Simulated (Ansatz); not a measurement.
Reactions of C2H6SSi (`CC[Si]S`).

Gas-phase electronic energies from Ansatz, PBE0-D4/def2-TZVP geometries. CBS: MP2 limit from def2 TZ/QZ plus the TZ coupled-cluster correction, frozen cores. This one scheme is used for every species. For Mg outer-core shells are correlated without core-valence functions, which leaves a few kJ/mol of doubt a bond. One conformer a species, not always the lowest.

(1) Order these by ΔE at CCSD(T)/CBS, lowest first. (An estimate is asked.)
A. `CC[Si]S` + `[NH2][AlH2]` → `CC[NH][AlH2]` + `[SiH]S`
B. `CC[Si]S` + HCl → `CC[Si]Cl` + H₂S
C. `CC[Si]S` + `C[N](C)[Mg][NH2]` → `CC[Si]N` + `C[N](C)[Mg][SH]`
D. `CC[Si]S` + `OBF` → `COBF` + `C[Si]S`

Largest T1 diagnostic: 0.016, for `[SiH]S`.

## Answers

(1) C (-20.0 kcal/mol), B (-5.8 kcal/mol), D (+8.8 kcal/mol), A (+13.7 kcal/mol).
